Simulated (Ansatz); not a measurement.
`[OH][W]([OH])([OH])([F])=[S]` and `[OH][W]([OH])([F])([F])=[S]` differ in one atom or group.

Ansatz, PBE0-D4/def2-TZVP geometries, multiplicity 1. Each molecule was computed in one conformer, which needn't be the lowest.

Elements past krypton have def2 core potentials.

```json
{"property": "size of the dipole moment (ωB97M-V/def2-TZVPP) / D", "`[OH][W]([OH])([OH])([F])=[S]`": "2.66"}
{"property": "LUMO energy (PBE/def2-TZVPP) / eV", "`[OH][W]([OH])([OH])([F])=[S]`": "-3.51"}
{"property": "HOMO energy (PBE/def2-TZVPP) / eV", "`[OH][W]([OH])([OH])([F])=[S]`": "-6.64"}
{"property": "ideal-gas entropy at 298 K and 1 bar (rigid rotor, harmonic PBE0-D4/def2-TZVP) / J/(mol·K)", "`[OH][W]([OH])([OH])([F])=[S]`": "385"}
{"property": "HOMO energy (PBE0/def2-TZVPP) / eV", "`[OH][W]([OH])([OH])([F])=[S]`": "-7.94"}
{"property": "HOMO energy (B3LYP/def2-TZVPP) / eV", "`[OH][W]([OH])([OH])([F])=[S]`": "-7.69"}
```

(1) Give the same properties after the change, and the shifts. (An estimate is asked.)

Results:

(1) Computed: 
| property | `[OH][W]([OH])([F])([F])=[S]` | shift |
| --- | --- | --- |
| size of the dipole moment (ωB97M-V/def2-TZVPP) / D | 2.66 | 0.00 |
| LUMO energy (PBE/def2-TZVPP) / eV | -3.71 | -0.20 |
| HOMO energy (PBE/def2-TZVPP) / eV | -7.08 | -0.44 |
| ideal-gas entropy at 298 K and 1 bar (rigid rotor, harmonic PBE0-D4/def2-TZVP) / J/(mol·K) | 379 | -6 |
| HOMO energy (PBE0/def2-TZVPP) / eV | -8.40 | -0.46 |
| HOMO energy (B3LYP/def2-TZVPP) / eV | -8.15 | -0.46 |

With PBE0 the HOMO falls by 0.46 eV and the LUMO falls by 0.20 eV, so the gap widens by about 0.26 eV. PBE moves the HOMO by -0.44 eV and ωB97M-V by -0.47 eV. The zero-point energy changes by -29.8 kJ/mol with -3 modes. Dipoles are sizes alone; their direction can turn.

B3LYP here is the variant with VWN-RPA as its local correlation; programs differ in this.
